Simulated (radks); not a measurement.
Task: All-electron atom: the iridium ion Ir+ in [Xe] 4f14 5d7 6p1 (not the ground configuration). Method: Dirac Kohn-Sham, PBE, spin-unpolarised, spherical densities, finite nucleus; open shells fill j = l - 1/2 first; Fermi nuclear charge, rms radius 5.4032 fm; computed with a radial shooting solver on a logarithmic mesh with Libxc functionals. Some entries of the table are withheld. Estimate them.

| orbital | occ. | eigenvalue (hartree) | <r^2> (bohr^2) | <1/r> (bohr^-1) |
|---|---|---|---|---|
| 1s1/2 | 2 | -2792.665 | 0.0004197 | 92.14 |
| 2s1/2 | 2 | -488.4721 | 0.006361 | 22.56 |
| 2p1/2 | 2 | -468.0602 | 0.004517 | 22.53 |
| 2p3/2 | 4 | -408.2514 | 0.005710 | 18.59 |
| 3s1/2 | 2 | -114.5015 | 0.04139 | 8.282 |
| 3p1/2 | 2 | -105.3267 | 0.03783 | 8.198 |
| 3p3/2 | 4 | -92.23134 | 0.04431 | 7.175 |
| 3d3/2 | 4 | -76.86523 | 0.03413 | 7.071 |
| 3d5/2 | 6 | -74.03515 | 0.03590 | 6.835 |
| 4s1/2 | 2 | -24.69211 | 0.2024 | 3.494 |
| 4p1/2 | 2 | -20.81527 | 0.2074 | (1) |
| 4p3/2 | 4 | -17.71823 | 0.2411 | (2) |
| 4d3/2 | 4 | (3) | 0.2578 | 2.822 |
| 4d5/2 | 6 | (4) | 0.2701 | 2.739 |
| 5s1/2 | 2 | -3.93289 | 1.077 | 1.391 |
| 5p1/2 | 2 | -2.71649 | (5) | 1.263 |
| 4f5/2 | 6 | -2.68338 | 0.3462 | (6) |
| 4f7/2 | 8 | -2.56877 | 0.3566 | (7) |
| 5p3/2 | 4 | -2.21858 | (8) | 1.134 |
| 5d3/2 | 4 | -0.62846 | 3.117 | 0.8087 |
| 5d5/2 | 3 | -0.58152 | 3.370 | 0.7773 |
| 6p1/2 | 1 | -0.31532 | 12.88 | 0.3745 |
| 6p3/2 | 0 | -0.27684 | 15.53 | 0.3381 |

Result: 
(1) 4p1/2 <1/r> (bohr^-1): 3.385
(2) 4p3/2 <1/r> (bohr^-1): 3.030
(3) 4d3/2 eigenvalue (hartree): -11.35251
(4) 4d5/2 eigenvalue (hartree): -10.77756
(5) 5p1/2 <r^2> (bohr^2): 1.284
(6) 4f5/2 <1/r> (bohr^-1): 2.333
(7) 4f7/2 <1/r> (bohr^-1): 2.300
(8) 5p3/2 <r^2> (bohr^2): 1.536
